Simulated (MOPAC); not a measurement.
MOPAC input (PM6):

```
PM6 FORCE THERMO(298,298) PRECISE LET CHARGE=-1 GEO-OK AUX(PRECISION=9) THREADS=1
C2H5F2Ge

C     1.53762517 1    0.13756010 1   -1.06342814 1
Ge    0.10153927 1    0.01232779 1   -0.08633599 1
C    -1.73699317 1    0.22633274 1   -0.68859799 1
F    -0.08773433 1   -1.58243408 1    0.71245121 1
F     0.05121578 1    1.18363831 1    1.27114013 1
H     2.01693345 1   -0.71755078 1   -1.46359225 1
H     2.10480306 1    1.03041977 1   -1.11041397 1
H    -1.87507316 1    1.22253863 1   -1.10327909 1
H    -1.96227259 1   -0.51326893 1   -1.45389869 1
H    -2.43102301 1    0.09395618 1    0.13935182 1
```

Output:

```
 *******************************************************************************
 **                                                                           **
 **                              MOPAC v23.2.5                                **
 **                                                                           **
 *******************************************************************************
 ** MOPAC's Digital Object Identifier: https://doi.org/10.5281/zenodo.6511958 **
 **                                                                           **
 ** Please cite the open-source release paper for use of this MOPAC version:  **
 ** J. E. Moussa and J. J. P. Stewart (2026)                                  **
 ** MOPAC: An open-source semiempirical molecular orbital program             **
 ** J. Open Source Softw., 11(119), 8025, https://doi.org/10.21105/joss.08025 **
 *******************************************************************************

                              PM6 CALCULATION RESULTS

 *******************************************************************************
 *  PM6        - The PM6 Hamiltonian to be used
 *  GEO-OK     - OVERRIDE INTERATOMIC DISTANCE AND OTHER SAFETY CHECKS
 *
 *
 *
 *                 CHARGE ON SYSTEM = -1
 *
 *
 *
 *  LET        - OVERRIDE SOME SAFETY CHECKS
 *  PRECISE    - TIGHTER CRITERIA TO BE USED
 *  FORCE      - FORCE CALCULATION SPECIFIED
 *  AUX        - OUTPUT AUXILIARY INFORMATION
 *  THERMO     - THERMODYNAMIC QUANTITIES TO BE CALCULATED
 *******************************************************************************
PM6 FORCE THERMO(298,298) PRECISE LET CHARGE=-1 GEO-OK AUX(PRECISION=9) THREADS=1
 C2H5F2Ge

   ATOM   CHEMICAL          X               Y               Z
  NUMBER   SYMBOL      (ANGSTROMS)     (ANGSTROMS)     (ANGSTROMS)

     1       C          1.53762517  *   0.13756010  *  -1.06342814  *
     2      Ge          0.10153927  *   0.01232779  *  -0.08633599  *
     3       C         -1.73699317  *   0.22633274  *  -0.68859799  *
     4       F         -0.08773433  *  -1.58243408  *   0.71245121  *
     5       F          0.05121578  *   1.18363831  *   1.27114013  *
     6       H          2.01693345  *  -0.71755078  *  -1.46359225  *
     7       H          2.10480306  *   1.03041977  *  -1.11041397  *
     8       H         -1.87507316  *   1.22253863  *  -1.10327909  *
     9       H         -1.96227259  *  -0.51326893  *  -1.45389869  *
    10       H         -2.43102301  *   0.09395618  *   0.13935182  *

          CARTESIAN COORDINATES

    NO.       ATOM           X           Y           Z

     1         C          1.5376      0.1376     -1.0634
     2        Ge          0.1015      0.0123     -0.0863
     3         C         -1.7370      0.2263     -0.6886
     4         F         -0.0877     -1.5824      0.7125
     5         F          0.0512      1.1836      1.2711
     6         H          2.0169     -0.7176     -1.4636
     7         H          2.1048      1.0304     -1.1104
     8         H         -1.8751      1.2225     -1.1033
[...]

 VIBRATION         20   12A'          ATOM PAIR      ENERGY CONTRIBUTION    RADIAL
 FREQUENCY          2715.20         C  3 -- H 10         +62.5% ( 81.4%)     99.4%
 TRANSITION DIPOLE   0.5682         C  3 -- H  8         +18.3% ( 44.0%)     86.3%
 TRAVEL (Ang.)       0.2273         C  3 -- H  9         +18.3% ( 44.0%)     86.3%
 REDUCED MASS        0.4808         Ge 2 -- C  3          +0.9% (  9.8%)      0.0%
 EFFECTIVE MASS      1.4778
 FORCE CONSTANT      2.0885

 VIBRATION         21    9A"          ATOM PAIR      ENERGY CONTRIBUTION    RADIAL
 FREQUENCY          2715.72         C  3 -- H  9         +49.1% ( 72.1%)     97.7%
 TRANSITION DIPOLE   0.5402         C  3 -- H  8         +49.1% ( 72.1%)     97.7%
 TRAVEL (Ang.)       0.2216         Ge 2 -- C  3          +0.9% (  9.9%)      0.0%
 REDUCED MASS        0.5058         C  3 -- H 10          +0.9% (  9.5%)      0.0%
 EFFECTIVE MASS      1.4820
 FORCE CONSTANT      2.1980

 VIBRATION         22   10A"          ATOM PAIR      ENERGY CONTRIBUTION    RADIAL
 FREQUENCY          2785.08         C  1 -- H  7         +49.5% ( 72.4%)     98.2%
 TRANSITION DIPOLE   0.6883         C  1 -- H  6         +49.5% ( 72.4%)     98.2%
 TRAVEL (Ang.)       0.2162         C  1 -- Ge 2          +1.0% ( 10.2%)      0.0%
 REDUCED MASS        0.5179
 EFFECTIVE MASS      1.5293
 FORCE CONSTANT      2.3669

 VIBRATION         23   13A'          ATOM PAIR      ENERGY CONTRIBUTION    RADIAL
 FREQUENCY          2787.52         C  3 -- H 10         +36.3% ( 58.0%)     97.4%
 TRANSITION DIPOLE   0.6745         C  3 -- H  9         +31.7% ( 54.2%)     96.7%
 TRAVEL (Ang.)       0.2715         C  3 -- H  8         +31.7% ( 54.2%)     96.7%
 REDUCED MASS        0.3283         Ge 2 -- C  3          +0.2% (  3.8%)     99.5%
 EFFECTIVE MASS      1.1065
 FORCE CONSTANT      1.5029

 VIBRATION         24   14A'          ATOM PAIR      ENERGY CONTRIBUTION    RADIAL
 FREQUENCY          2827.64         C  1 -- H  6         +49.7% ( 69.3%)     96.4%
 TRANSITION DIPOLE   0.8249         C  1 -- H  7         +49.7% ( 69.3%)     96.4%
 TRAVEL (Ang.)       0.2223         C  1 -- Ge 2          +0.4% (  6.6%)     97.1%
 REDUCED MASS        0.4827
 EFFECTIVE MASS      1.2165
 FORCE CONSTANT      2.2740

      SYMMETRY NUMBER FOR POINT-GROUP Cs  =  1

          SYSTEM IS A GROUND STATE

 C2H5F2Ge

          MOLECULE IS NOT LINEAR

          THERE ARE 24 GENUINE VIBRATIONS IN THIS SYSTEM
          THIS THERMODYNAMICS CALCULATION IS LIMITED TO
          MOLECULES WHICH HAVE NO INTERNAL ROTATIONS

                    CALCULATED THERMODYNAMIC PROPERTIES
                                          *
   TEMP. (K)   PARTITION FUNCTION   H.O.F.    ENTHALPY  HEAT CAPACITY ENTROPY
                                   KCAL/MOL   CAL/MOLE    CAL/K/MOL  CAL/K/MOL

 298.00  VIB.     0.2429D+03                  3352.1760    20.0979    22.1636
         ROT.     0.1469D+06                   888.2803     2.9808    26.6241
         INT.     0.3569D+08                  4240.4563    23.0787    48.7877
         TRA.     0.1595D+28                  1480.4672     4.9680    40.7112
         TOT.                     -157.721    5720.9235    28.0467    89.4989

   *: NOTE: HEATS OF FORMATION ARE RELATIVE TO THE
            ELEMENTS IN THEIR STANDARD STATE AT 298K
              (=  Standard Enthalpy of Formation).

            Hvib:  Zero-point energy is not included.
                   frequencies of less than zero cm-1 are not included.
            Hrot = (3/2)RT
            Htra = (3/2)RT + pV = (5/2)RT

            Heat capacity is Cp, not Cv

          For more information, see: HTTP://OpenMOPAC.net/Manual/thermochemistry.html

           FORCE CONSTANT IN CARTESIAN COORDINATES (Millidynes/A)

    ATOM   CHEMICAL       X               Y               Z
   NUMBER   SYMBOL  FORCE CONSTANT  FORCE CONSTANT  FORCE CONSTANT

      1       C        6.818812        1.115564        6.201031
      2      Ge        7.126667        3.724021        4.442207
      3       C        5.567837        5.146400        6.059817
      4       F        0.702520        0.878034        1.860822
      5       F        0.702581        0.878097        1.860697
      6       H        1.757993        0.160509        3.213488
      7       H        1.757873        0.160527        3.213590
      8       H        0.639159        1.676881        2.938515
      9       H        0.639194        1.676978        2.938383
     10       H        3.928315        0.818044        0.544954

 **********************
 *                    *
 * JOB ENDED NORMALLY *
 *                    *
 **********************

 == MOPAC DONE ==
```

The dipole moment of an ion depends on the origin.
